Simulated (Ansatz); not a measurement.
Job for Ansatz (a first-principles code): R-B3LYP-D3(BJ)/def2-TZVP on GeH6O (a complex).

Ansatz 0.2 input:
```yaml
crystal:
  periodic: [false, false, false]
  atoms:
    - {symbol: O, position_ang: [0.15194550, -0.01317978, 0.77733676]}
    - {symbol: H, position_ang: [-0.59984797, -0.09223722, 0.18784318]}
    - {symbol: H, position_ang: [0.77791467, 0.59305073, 0.37779096]}
    - {symbol: Ge, position_ang: [-0.16978919, -0.01657184, 3.52574470]}
    - {symbol: H, position_ang: [-0.31529100, -0.07653645, 5.01411756]}
    - {symbol: H, position_ang: [-0.63690585, 1.32527468, 3.09942666]}
    - {symbol: H, position_ang: [-1.01781957, -1.08344049, 2.95219926]}
    - {symbol: H, position_ang: [1.26098023, -0.21040021, 3.20909559]}
basis:
  gaussian:
    orbitals: def2-TZVP
hamiltonian:
  xc: b3lyp
  dispersion: d3bj
relax: {f_tol: 0.004, max_steps: 120}
scf: {lower_state_search: off}
```

It printed:

```
WARN ansatz: RAYON_NUM_THREADS=2 ignored (pool sized by the plan → 2); use --threads N
Functional definition: B3LYP
these checks for a lower state are left out or cut short: stability, starts, cluster_reference, orbital_swaps, neighbouring_geometries, increment
integrals: 0.04 GiB planned
804 factors; their error is unknown
mean field: 0.35 GiB planned
mean field evaluation 1: about -58659.9913 eV, gradient 5.6e1 eV
mean field evaluation 2: about -58652.4520 eV, gradient 8.6e1 eV
mean field evaluation 4: about -58664.7789 eV, gradient 2.3e0 eV
mean field evaluation 8: about -58664.9976 eV, gradient 1.7e-2 eV
mean field evaluation 16: about -58664.9976 eV, gradient 4.7e-6 eV
mean field -58664.99759406 eV, -2155.8988970183 hartree, gradient 4.7e-6 eV, S^2 0.000000; 0 other end points of the search recorded, 0 dependent functions left out
the calculation of the forces begins
reference -58664.99783022 eV, -2155.8989056968 hartree; 23, 23 occupied and 92, 92 virtual orbitals, 804 factors
relax step   1: F+E_penalty+E_count = -58665.16673671 eV  Δ(F+E_penalty+E_count) = +0.000e0 eV  max|allowed force component| = 1.023e0 eV/Å  Δτ_max = 0.0000 Å  (14 SCF iters, accepted)
these checks for a lower state are left out or cut short: stability, starts, cluster_reference, orbital_swaps, neighbouring_geometries, increment
integrals: 0.03 GiB planned
804 factors; their error is unknown
mean field: 0.34 GiB planned
mean field -58665.15780452 eV, -2155.9047846440 hartree, gradient 1.6e-6 eV, S^2 0.000000; 0 other end points of the search recorded, 0 dependent functions left out
the calculation of the forces begins
reference -58665.15804834 eV, -2155.9047936043 hartree; 23, 23 occupied and 92, 92 virtual orbitals, 804 factors
relax step   2: F+E_penalty+E_count = -58665.31777358 eV  Δ(F+E_penalty+E_count) = -1.510e-1 eV  max|allowed force component| = 5.410e-1 eV/Å  Δτ_max = 0.1950 Å  (19 SCF iters, accepted)
these checks for a lower state are left out or cut short: stability, starts, cluster_reference, orbital_swaps, neighbouring_geometries, increment
integrals: 0.03 GiB planned
804 factors; their error is unknown
mean field: 0.33 GiB planned
mean field -58665.16858701 eV, -2155.9051808932 hartree, gradient 2.1e-6 eV, S^2 0.000000; 0 other end points of the search recorded, 0 dependent functions left out
the calculation of the forces begins
reference -58665.16883621 eV, -2155.9051900509 hartree; 23, 23 occupied and 92, 92 virtual orbitals, 804 factors
relax step   3: F+E_penalty+E_count = -58665.32113944 eV  Δ(F+E_penalty+E_count) = -3.366e-3 eV  max|allowed force component| = 8.951e-1 eV/Å  Δτ_max = 0.1885 Å  (18 SCF iters, accepted)
these checks for a lower state are left out or cut short: stability, starts, cluster_reference, orbital_swaps, neighbouring_geometries, increment
integrals: 0.03 GiB planned
804 factors; their error is unknown
mean field: 0.33 GiB planned
mean field evaluation 32: about -58664.9312 eV, gradient 3.0e-1 eV
mean field -58665.14638189 eV, -2155.9043648700 hartree, gradient 2.1e-6 eV, S^2 0.000000; 0 other end points of the search recorded, 0 dependent functions left out
the calculation of the forces begins
reference -58665.14663120 eV, -2155.9043740318 hartree; 23, 23 occupied and 92, 92 virtual orbitals, 804 factors
relax step   4: F+E_penalty+E_count = -58665.29617418 eV  Δ(F+E_penalty+E_count) = +2.497e-2 eV  max|allowed force component| = 1.576e0 eV/Å  Δτ_max = 0.1521 Å  (24 SCF iters, rejected (line search))
these checks for a lower state are left out or cut short: stability, starts, cluster_reference, orbital_swaps, neighbouring_geometries, increment
integrals: 0.03 GiB planned
804 factors; their error is unknown
mean field: 0.33 GiB planned
mean field -58665.18717665 eV, -2155.9058640497 hartree, gradient 2.1e-6 eV, S^2 0.000000; 0 other end points of the search recorded, 0 dependent functions left out
the calculation of the forces begins
reference -58665.18742476 eV, -2155.9058731676 hartree; 23, 23 occupied and 92, 92 virtual orbitals, 804 factors
relax step   5: F+E_penalty+E_count = -58665.34003811 eV  Δ(F+E_penalty+E_count) = -1.890e-2 eV  max|allowed force component| = 1.021e-1 eV/Å  Δτ_max = 0.0760 Å  (18 SCF iters, accepted)
these checks for a lower state are left out or cut short: stability, starts, cluster_reference, orbital_swaps, neighbouring_geometries, increment
integrals: 0.03 GiB planned
804 factors; their error is unknown
mean field: 0.34 GiB planned
mean field -58665.18691518 eV, -2155.9058544410 hartree, gradient 2.3e-6 eV, S^2 0.000000; 0 other end points of the search recorded, 0 dependent functions left out
the calculation of the forces begins
reference -58665.18716290 eV, -2155.9058635446 hartree; 23, 23 occupied and 92, 92 virtual orbitals, 804 factors
relax step   6: F+E_penalty+E_count = -58665.34063639 eV  Δ(F+E_penalty+E_count) = -5.983e-4 eV  max|allowed force component| = 1.080e-2 eV/Å  Δτ_max = 0.0391 Å  (18 SCF iters, accepted)
these checks for a lower state are left out or cut short: stability, starts, cluster_reference, orbital_swaps, neighbouring_geometries, increment
integrals: 0.03 GiB planned
804 factors; their error is unknown
mean field: 0.34 GiB planned
mean field -58665.18602398 eV, -2155.9058216898 hartree, gradient 2.3e-6 eV, S^2 0.000000; 0 other end points of the search recorded, 0 dependent functions left out
the calculation of the forces begins
reference -58665.18627148 eV, -2155.9058307855 hartree; 23, 23 occupied and 92, 92 virtual orbitals, 804 factors
relax step   7: F+E_penalty+E_count = -58665.34069058 eV  Δ(F+E_penalty+E_count) = -5.419e-5 eV  max|allowed force component| = 2.188e-2 eV/Å  Δτ_max = 0.0354 Å  (18 SCF iters, accepted)
these checks for a lower state are left out or cut short: stability, starts, cluster_reference, orbital_swaps, neighbouring_geometries, increment
integrals: 0.03 GiB planned
804 factors; their error is unknown
mean field: 0.33 GiB planned
mean field evaluation 64: about -58665.1855 eV, gradient 4.3e-3 eV
mean field -58665.18552750 eV, -2155.9058034448 hartree, gradient 2.4e-6 eV, S^2 0.000000; 0 other end points of the search recorded, 0 dependent functions left out
the calculation of the forces begins
reference -58665.18577520 eV, -2155.9058125474 hartree; 23, 23 occupied and 92, 92 virtual orbitals, 804 factors
relax step   8: F+E_penalty+E_count = -58665.34076891 eV  Δ(F+E_penalty+E_count) = -7.833e-5 eV  max|allowed force component| = 8.314e-2 eV/Å  Δτ_max = 0.0280 Å  (18 SCF iters, accepted)
these checks for a lower state are left out or cut short: stability, starts, cluster_reference, orbital_swaps, neighbouring_geometries, increment
integrals: 0.03 GiB planned
804 factors; their error is unknown
mean field: 0.33 GiB planned
mean field -58665.18638849 eV, -2155.9058350853 hartree, gradient 2.3e-6 eV, S^2 0.000000; 0 other end points of the search recorded, 0 dependent functions left out
the calculation of the forces begins
reference -58665.18663680 eV, -2155.9058442107 hartree; 23, 23 occupied and 92, 92 virtual orbitals, 804 factors
relax step   9: F+E_penalty+E_count = -58665.34079560 eV  Δ(F+E_penalty+E_count) = -2.669e-5 eV  max|allowed force component| = 2.780e-2 eV/Å  Δτ_max = 0.0283 Å  (19 SCF iters, accepted)
these checks for a lower state are left out or cut short: stability, starts, cluster_reference, orbital_swaps, neighbouring_geometries, increment
integrals: 0.03 GiB planned
804 factors; their error is unknown
mean field: 0.33 GiB planned
mean field -58665.18615665 eV, -2155.9058265655 hartree, gradient 2.3e-6 eV, S^2 0.000000; 0 other end points of the search recorded, 0 dependent functions left out
the calculation of the forces begins
reference -58665.18640460 eV, -2155.9058356775 hartree; 23, 23 occupied and 92, 92 virtual orbitals, 804 factors
relax step  10: F+E_penalty+E_count = -58665.34093057 eV  Δ(F+E_penalty+E_count) = -1.350e-4 eV  max|allowed force component| = 1.938e-3 eV/Å  Δτ_max = 0.0143 Å  (20 SCF iters, accepted)
these checks for a lower state are left out or cut short: stability, starts, cluster_reference, orbital_swaps, neighbouring_geometries, increment
integrals: 0.03 GiB planned
804 factors; their error is unknown
mean field: 0.33 GiB planned
mean field -58665.18586693 eV, -2155.9058159184 hartree, gradient 2.3e-6 eV, S^2 0.000000; 0 other end points of the search recorded, 0 dependent functions left out
the calculation of the forces begins
reference -58665.18611476 eV, -2155.9058250260 hartree; 23, 23 occupied and 92, 92 virtual orbitals, 804 factors
relax step  11: F+E_penalty+E_count = -58665.34094554 eV  Δ(F+E_penalty+E_count) = -1.497e-5 eV  max|allowed force component| = 8.891e-3 eV/Å  Δτ_max = 0.0098 Å  (19 SCF iters, accepted)
these checks for a lower state are left out or cut short: stability, starts, cluster_reference, orbital_swaps, neighbouring_geometries, increment
integrals: 0.03 GiB planned
804 factors; their error is unknown
mean field: 0.34 GiB planned
mean field -58665.18576312 eV, -2155.9058121037 hartree, gradient 2.3e-6 eV, S^2 0.000000; 0 other end points of the search recorded, 0 dependent functions left out
the calculation of the forces begins
reference -58665.18601091 eV, -2155.9058212097 hartree; 23, 23 occupied and 92, 92 virtual orbitals, 804 factors
relax step  12: F+E_penalty+E_count = -58665.34095046 eV  Δ(F+E_penalty+E_count) = -4.927e-6 eV  max|allowed force component| = 5.798e-3 eV/Å  Δτ_max = 0.0043 Å  (20 SCF iters, accepted)
these checks for a lower state are left out or cut short: stability, starts, cluster_reference, orbital_swaps, neighbouring_geometries, increment
integrals: 0.03 GiB planned
804 factors; their error is unknown
mean field: 0.33 GiB planned
mean field evaluation 96: about -58664.9703 eV, gradient 4.1e-4 eV
mean field -58665.18567943 eV, -2155.9058090278 hartree, gradient 2.3e-6 eV, S^2 0.000000; 0 other end points of the search recorded, 0 dependent functions left out
the calculation of the forces begins
reference -58665.18592721 eV, -2155.9058181338 hartree; 23, 23 occupied and 92, 92 virtual orbitals, 804 factors
relax step  13: F+E_penalty+E_count = -58665.34095487 eV  Δ(F+E_penalty+E_count) = -4.405e-6 eV  max|allowed force component| = 2.849e-3 eV/Å  Δτ_max = 0.0053 Å  (20 SCF iters, accepted)
these checks for a lower state are left out or cut short: stability, starts, cluster_reference, orbital_swaps, neighbouring_geometries, increment
integrals: 0.03 GiB planned
804 factors; their error is unknown
mean field: 0.33 GiB planned
mean field -58665.18562273 eV, -2155.9058069445 hartree, gradient 2.3e-6 eV, S^2 0.000000; 0 other end points of the search recorded, 0 dependent functions left out
the calculation of the forces begins
reference -58665.18587055 eV, -2155.9058160514 hartree; 23, 23 occupied and 92, 92 virtual orbitals, 804 factors
relax step  14: F+E_penalty+E_count = -58665.34095848 eV  Δ(F+E_penalty+E_count) = -3.613e-6 eV  max|allowed force component| = 2.857e-3 eV/Å  Δτ_max = 0.0078 Å  (19 SCF iters, accepted)
these checks for a lower state are left out or cut short: stability, starts, cluster_reference, orbital_swaps, neighbouring_geometries, increment
integrals: 0.03 GiB planned
804 factors; their error is unknown
mean field: 0.33 GiB planned
mean field -58665.18561019 eV, -2155.9058064835 hartree, gradient 2.3e-6 eV, S^2 0.000000; 0 other end points of the search recorded, 0 dependent functions left out
the calculation of the forces begins
reference -58665.18585804 eV, -2155.9058155917 hartree; 23, 23 occupied and 92, 92 virtual orbitals, 804 factors
relax step  15: F+E_penalty+E_count = -58665.34096008 eV  Δ(F+E_penalty+E_count) = -1.599e-6 eV  max|allowed force component| = 3.284e-3 eV/Å  Δτ_max = 0.0050 Å  (20 SCF iters, accepted)
Total energy: -58665.34120793 eV, -2155.9115245948 hartree
Atom 0 at     0.262055    -0.124022     0.400742 Å, force     0.000858     0.003284    -0.000235 eV/Å
Atom 1 at    -0.652961     0.033434     0.144988 Å, force    -0.000183    -0.000892    -0.000033 eV/Å
Atom 2 at     0.702109     0.727342     0.305436 Å, force    -0.000800    -0.002442     0.000302 eV/Å
Atom 3 at    -0.167079    -0.048569     3.646469 Å, force     0.000582    -0.000580     0.000008 eV/Å
Atom 4 at    -0.397006     0.035255     5.168029 Å, force    -0.000284     0.000492     0.000225 eV/Å
Atom 5 at    -0.596795     1.289449     3.023237 Å, force     0.000006     0.000451     0.000317 eV/Å
Atom 6 at    -1.020171    -1.188106     3.076565 Å, force    -0.000568    -0.000379    -0.000507 eV/Å
Atom 7 at     1.321036    -0.298824     3.378089 Å, force     0.000388     0.000066    -0.000077 eV/Å
Dipole moment:    -0.139868     0.325691    -0.219350 e Å
Checks for a lower state left out: stability, starts, cluster_reference, orbital_swaps, neighbouring_geometries, increment
```

The run converged.

Cost: about 13 core-seconds (a rough figure).
